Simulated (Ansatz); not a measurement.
Input for Ansatz (a quantum-chemistry and plane-wave program): R-RI-MP2/aug-cc-pV(T+d)Z on C2H5ClO (a complex), monomers drawn apart or pushed together. Files ending in .json are basis or fitting sets from the Basis Set Exchange.

Ansatz 0.2 input:
```yaml
crystal:
  periodic: [false, false, false]
  atoms:
    - {symbol: C, position_ang: [0.97991207, 0.48506851, -0.20187749]}
    - {symbol: Cl, position_ang: [1.16564603, -1.25024077, 0.23434280]}
    - {symbol: H, position_ang: [0.16697988, 0.56429505, -0.91666942]}
    - {symbol: H, position_ang: [0.75548025, 1.03590559, 0.70651581]}
    - {symbol: H, position_ang: [1.91430297, 0.82080869, -0.64034747]}
    - {symbol: C, position_ang: [0.62990315, -0.46255151, 3.00627321]}
    - {symbol: O, position_ang: [0.47834226, 0.71810382, 2.83863389]}
    - {symbol: H, position_ang: [-0.21315005, -1.17526286, 2.95414627]}
    - {symbol: H, position_ang: [1.61966040, -0.90095081, 3.22898333]}
basis:
  gaussian:
    orbitals: aug-cc-pV_T+d_Z.json
    fitting: {mean_field: def2-universal-JKFIT, correlation: aug-cc-pVTZ-RIFIT.json}
magnetization: {spin_polarized: false}
correlation: {method: mp2, electrons: outside_noble_gas}
scf: {lower_state_search: off}
```

The head of its log:

```
WARN ansatz: RAYON_NUM_THREADS=1 ignored (pool sized by the plan → 1); use --threads N
Functional definition: HF
these checks for a lower state are left out or cut short: stability, starts, cluster_reference, orbital_swaps, neighbouring_geometries, increment
integrals: 0.37 GiB planned
445 factors; integrals over basis functions are off by at most 1.4e0 eV
mean field: 0.59 GiB planned
mean field evaluation 1: about -16679.4898 eV, gradient 3.6e1 eV
mean field evaluation 2: about -16681.1379 eV, gradient 2.6e1 eV
mean field evaluation 4: about -16682.2568 eV, gradient 9.3e-1 eV
mean field evaluation 8: about -16682.2613 eV, gradient 1.7e-6 eV
mean field -16682.26125106 eV, -613.0617933336 hartree, gradient 1.7e-6 eV, S^2 0.000000; 0 other end points of the search recorded, 0 dependent functions left out
8 core orbitals not correlated
695 factors; their error is unknown
reference -16682.26125106 eV, -613.0617933336 hartree; 13, 13 occupied and 287, 287 virtual orbitals, 695 factors
```

Predict the final total energy.

-613.8520 hartree.
